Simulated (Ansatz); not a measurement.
`Sc1sc(-c2sc(-c3sc(S)c4c3OCCO4)c3c2OCCO3)c2c1OCCO2`. Total charge 0; triplet. Geometry PBE-D4/def2-SVP, that of the neutral singlet; atoms count from 1.

```xyz
43

S     3.6696   -3.8141   -4.5350
C     2.5727   -2.9491   -3.4755
S     3.1108   -2.2671   -1.9494
C     1.5392   -1.5496   -1.6223
C     1.2700   -0.7652   -0.4522
S    -0.2879    0.0074   -0.1684
C     0.2561    0.7252    1.3459
C    -0.6016    1.5251    2.1714
S    -0.0910    2.1878    3.7178
C    -1.6574    2.9252    4.0113
S    -2.0113    3.7708    5.5059
C    -2.5275    2.6637    2.9577
C    -1.9296    1.8811    1.9242
O    -2.6050    1.5047    0.7954
C    -4.0198    1.6329    0.9544
C    -4.3707    2.9763    1.5820
O    -3.8151    3.1002    2.8943
C     1.5830    0.3684    1.5929
C     2.1474   -0.4664    0.5917
O     3.4323   -0.9256    0.6497
C     4.2219   -0.1993    1.5965
C     3.4620   -0.0024    2.9032
O     2.2792    0.7757    2.6949
C     0.6611   -1.8478   -2.6671
C     1.2394   -2.6298   -3.7121
O     0.5380   -3.0142   -4.8133
C    -0.8724   -2.8387   -4.6524
C    -1.1956   -1.4961   -4.0085
O    -0.6380   -1.4196   -2.6945
H     3.4292   -5.0862   -4.0799
H    -1.6822    5.0405    5.1028
H    -4.4634    1.5431   -0.0562
H    -4.4062    0.8039    1.5913
H    -3.9955    3.8013    0.9329
H    -5.4676    3.0837    1.6920
H     4.5044    0.7910    1.1707
H     5.1426   -0.7916    1.7626
H     3.1901   -0.9929    3.3353
H     4.0796    0.5497    3.6379
H    -1.2871   -3.6627   -4.0264
H    -1.3167   -2.9057   -5.6649
H    -0.7969   -0.6674   -4.6382
H    -2.2898   -1.3660   -3.8984
```

Single mean-field runs in def2-TZVP are fitted with def2-universal-jkfit. At PBE0-D4/def2-TZVP a singlet of charge 0 lies 1.86 eV below the triplet at the same geometry.

(1) Estimate the Mulliken populations of the heavy atoms from the PBE0/def2-TZVP orbitals of Ansatz.

(2) Where does the spin sit?

(3) And the Mayer bond orders between heavy atoms (over 0.3)?

## Answers

(1) 
```csv
atom,charge (e),spin (α − β)
S1,-0.20,-0.01
C2,-0.12,0.32
S3,0.03,0.04
C4,-0.12,-0.04
C5,0.00,0.36
S6,-0.03,0.06
C7,0.00,0.36
C8,-0.12,-0.04
S9,0.03,0.04
C10,-0.12,0.32
S11,-0.20,-0.01
C12,0.13,-0.11
C13,0.16,0.24
O14,-0.25,0.04
C15,-0.06,0.00
C16,-0.06,0.00
O17,-0.22,-0.01
C18,0.17,0.07
C19,0.17,0.07
O20,-0.25,0.02
C21,-0.07,0.00
C22,-0.07,0.00
O23,-0.25,0.02
C24,0.16,0.24
C25,0.13,-0.11
O26,-0.22,-0.01
C27,-0.06,0.00
C28,-0.06,0.00
O29,-0.25,0.04
```
Mulliken values depend strongly on the basis.

(2) Summed by element: S 0.13, C 1.69, O 0.10, H 0.08, of 2 unpaired in all. Largest on single atoms: C7 0.36, C5 0.36, C2 0.32.

(3) S1–C2 1.13 (1.75 Å); C2–S3 1.19 (1.76 Å); C2–C25 1.39 (1.39 Å); S3–C4 1.23 (1.76 Å); C4–C5 1.26 (1.43 Å); C4–C24 1.20 (1.40 Å); C5–S6 1.18 (1.76 Å); C5–C19 1.10 (1.40 Å); S6–C7 1.18 (1.76 Å); C7–C8 1.26 (1.43 Å); C7–C18 1.10 (1.40 Å); C8–S9 1.23 (1.76 Å); C8–C13 1.20 (1.40 Å); S9–C10 1.19 (1.76 Å); C10–S11 1.13 (1.75 Å); C10–C12 1.39 (1.39 Å); C12–C13 1.28 (1.43 Å); C12–O17 1.17 (1.36 Å); C13–O14 1.07 (1.37 Å); O14–C15 0.97 (1.43 Å); C15–C16 1.02 (1.52 Å); C16–O17 0.96 (1.43 Å); C18–C19 1.42 (1.42 Å); C18–O23 1.09 (1.37 Å); C19–O20 1.09 (1.37 Å); O20–C21 0.96 (1.43 Å); C21–C22 1.03 (1.52 Å); C22–O23 0.96 (1.43 Å); C24–C25 1.28 (1.43 Å); C24–O29 1.07 (1.37 Å); C25–O26 1.17 (1.36 Å); O26–C27 0.96 (1.43 Å); C27–C28 1.02 (1.52 Å); C28–O29 0.97 (1.43 Å).
